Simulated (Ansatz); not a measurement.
System: C₇H₁₃, charge 0, multiplicity 2. It need not be the lowest isomer of its formula. 
Coordinates optimised at B3LYP-D3(BJ)/def2-TZVP (Ansatz, a first-principles code):
SMILES: CC(C)(C)CC=[CH]
```xyz
20

C     -1.2541    -0.2937     1.2768
C     -0.6605    -0.2996    -0.1367
C     -0.9800     1.0245    -0.8375
C     -1.2708    -1.4585    -0.9344
C      0.8716    -0.5183    -0.0858
C      1.6405     0.5106     0.7145
C      2.4927     1.3637     0.2167
H     -1.0012    -1.2108     1.8145
H     -0.8929     0.5534     1.8616
H     -2.3428    -0.2222     1.2325
H     -2.0598     1.1751    -0.8994
H     -0.5489     1.8706    -0.3012
H     -0.5808     1.0346    -1.8546
H     -2.3540    -1.3447    -1.0152
H     -1.0690    -2.4178    -0.4524
H     -0.8613    -1.4973    -1.9464
H      1.0643    -1.5044     0.3508
H      1.2564    -0.5415    -1.1079
H      1.4530     0.5176     1.7872
H      2.8999     1.6157    -0.7508
```
Charge 0, spin multiplicity 2.

Total electronic energies in hartree. Cores are frozen in the correlated levels unless marked. UHF or UKS for open shells. No spin-orbit coupling. Non-relativistic. CBS marks a two-point X^-3 extrapolation of the correlation energy; Hartree-Fock from the larger set. The bracket is a focal-point correction in the basis named.

The UHF reference is spin-contaminated (<S^2> 0.18 over the pure value in the largest basis). 

```csv
level,program,energy (Eh)
HF/STO-3G,Ansatz,-269.33460
HF/6-31G,Ansatz,-272.45928
HF/cc-pVTZ,Ansatz,-272.65933
HF/cc-pVQZ,Ansatz,-272.67641
BLYP-D3(BJ)/def2-TZVPD,Ansatz + dftd3,-274.44323
BLYP/def2-TZVPD,Ansatz,-274.40558
r2SCAN/def2-TZVPD,Ansatz,-274.39918
B3LYP/def2-TZVPD,Ansatz,-274.58202
PBE0-D3(BJ)/def2-TZVPD,Ansatz + dftd3,-274.24255
wB97X-V/def2-TZVPD,Ansatz,-274.49460
B2GP-PLYP-D4/def2-TZVPD,Ansatz + dftd4,-274.24657
MP2/cc-pVDZ,Ansatz,-273.54074
CCSD/cc-pVDZ,Ansatz,-273.63854
CCSD(T)/cc-pVDZ,Ansatz,-273.67323
"RI-MP2/CBS(cc-pVTZ,cc-pVQZ)+[CCSD(T)-MP2]/cc-pVTZ",Ansatz,-274.1000
```

Totals of different functionals don't rank their quality; only differences between species are comparable.
